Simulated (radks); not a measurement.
Q: The mean radii <r> (bohr) of the occupied orbitals of an atom or ion are listed with their occupations. Calculated with a radial shooting solver on a logarithmic mesh with Libxc functionals: scalar-relativistic Kohn-Sham, exchange-only LDA, spin-polarised, spherical densities, finite nucleus; Fermi nuclear charge, rms radius of each element as measured or else 0.836 A^(1/3) + 0.57 fm.

| orbital | occ. | <r> |
|---|---|---|
| 1s down | 1 | 0.01900 |
| 1s up | 1 | 0.01900 |
| 2s up | 1 | 0.08044 |
| 2s down | 1 | 0.08044 |
| 2p up | 3 | 0.07175 |
| 2p down | 3 | 0.07175 |
| 3s up | 1 | 0.2089 |
| 3s down | 1 | 0.2089 |
| 3p up | 3 | 0.2087 |
| 3p down | 3 | 0.2087 |
| 3d up | 5 | 0.1891 |
| 3d down | 5 | 0.1891 |
| 4s up | 1 | 0.4686 |
| 4s down | 1 | 0.4686 |
| 4p up | 3 | 0.4980 |
| 4p down | 3 | 0.4980 |
| 4d up | 5 | 0.5356 |
| 4d down | 5 | 0.5354 |
| 5s up | 1 | 1.138 |
| 5s down | 1 | 1.132 |
| 5p up | 3 | 1.346 |
| 5p down | 3 | 1.333 |
| 4f up | 7 | 0.6804 |
| 4f down | 7 | 0.6742 |
| 5d up | 2 | 2.145 |

Name the element and its charge. Open shells, if any, are filled with parallel spins first.

A: Z = 72, hafnium, charge +2: Hf2+ in [Xe] 4f14 5d2. The 1s radius gives Z: for a bare nucleus <r> = (2 gamma + 1)/(2Z) with gamma = sqrt(1 - (Z/c)^2), 0.01876 bohr for Z = 72, and screening makes it slightly larger (0.01900 here). The occupations add up to 70, and the charge is Z minus that.
